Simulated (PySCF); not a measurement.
## Mo⁺ (molybdenum, charge +1) across methods

[Kr] 4d4 5p1, one real determinant (an excited configuration). All numbers are calculated (PySCF 2.14, scalar relativity through the core potential, in aug-cc-pVTZ-PP with ECP28MDF (6s6p5d3f2g, 88 functions)).

| method | E (hartree) | mean ε 4p β (eV) | mean ε 4d α (eV) | mean ε 5p α (eV) | Σ⟨r²⟩ (bohr²) | ⟨S²⟩ |
| --- | --- | --- | --- | --- | --- | --- |
| TPSS | -67.3853 | -47.893 | -14.732 | -7.989 | 44.62 | 8.751 |
| PBE | -67.4088 | -47.722 | -14.783 | -8.050 | 44.64 | 8.751 |
| BLYP | -67.3622 | -47.654 | -14.497 | -7.827 | 44.74 | 8.750 |
| MN15 | -67.2582 | -50.714 | -16.837 | -8.865 | 44.86 | 8.751 |
| r2SCAN | -67.4347 | -48.390 | -15.113 | -8.110 | 44.40 | 8.751 |
| LDA | -67.2239 | -47.749 | -14.831 | -8.143 | 44.58 | 8.750 |
| BHandHLYP | -67.3189 | -52.162 | -17.714 | -8.798 | 45.05 | 8.751 |
| PBE0 | -67.3979 | -49.990 | -16.377 | -8.546 | 44.73 | 8.751 |

Problem. Estimate the same row for UHF.

Solution. E (hartree) = -66.91248; mean ε 4p β (eV) = -55.571; mean ε 4d α (eV) = -20.579; mean ε 5p α (eV) = -9.630; Σ⟨r²⟩ (bohr²) = 46.00; ⟨S²⟩ = 8.753.

⟨L²⟩ = 8.02 against 12 for a pure F term, so this real determinant mixes terms. Energies and moments cover only the electrons outside the core potential.
